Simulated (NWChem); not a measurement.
System: SiIClF₂; SMILES F[Si](F)(Cl)I

Input file for NWChem:

```
start job
memory heap 200 mb stack 900 mb global 1100 mb
geometry units angstroms noautoz
  F     -1.277899     1.298945     1.288004
  Si    -0.391250     0.953719     0.000000
  F     -1.277899     1.298945    -1.288004
  Cl     1.247303     2.145847     0.000000
  I      0.156620    -1.378862     0.000000
end
basis spherical
  * library def2-svp
end
ecp
  I library def2-ecp
end
dft
  xc xpbe96 cpbe96
  iterations 150
end
tddft
  nroots 8
  notriplet
end
task tddft energy
```

Geometry: optimised at PBE0/def2-SVP. def2 effective core potentials on I; no spin-orbit coupling.

Vertical excitations in the gas phase.

**Question.** Give the results of this calculation. (PBE/def2-SVP with def2 effective core potentials on I, full TDDFT.) Quantities: lowest excitation, singlet (eV); orbital gap (eV).

**Answer.** 
| Property | Value |
|---|---|
| lowest excitation, singlet (eV) | 5.58 |
| orbital gap (eV) | 5.30 |
